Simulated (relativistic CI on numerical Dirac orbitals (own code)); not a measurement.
# Crystal-field levels of Cd⁴⁺, 4d8

Calculated by Dirac-Coulomb-Breit CI, separate exchange-only KLI orbitals for each configuration, a model potential for QED, valence Slater integrals scaled by 0.7, one configuration in a parametric crystal field (own radial code).

Field parameters in Wybourne normalisation: Oh B⁴₀ = 21Dq, B⁴₄ = √(5/14) B⁴₀. The field is a parameter set, without covalency.

S is read from ⟨S²⟩ = S(S + 1).

Levels (cm⁻¹, degeneracy): 0 (3), 5892 (2), 6863 (3), 9278 (3), 9794 (1), 9967 (1), 10938 (2), 12965 (3), 15425 (3), 18003 (3), 18869 (2), 21661 (1).

Which field gives this pattern?
A. Oh, 10Dq = 7250 cm⁻¹
B. Oh, 10Dq = 24650 cm⁻¹
C. Oh, 10Dq = 36250 cm⁻¹
D. Oh, 10Dq = 42050 cm⁻¹

A. Oh, 10Dq = 7250 cm⁻¹, ground level with S = 0.99.
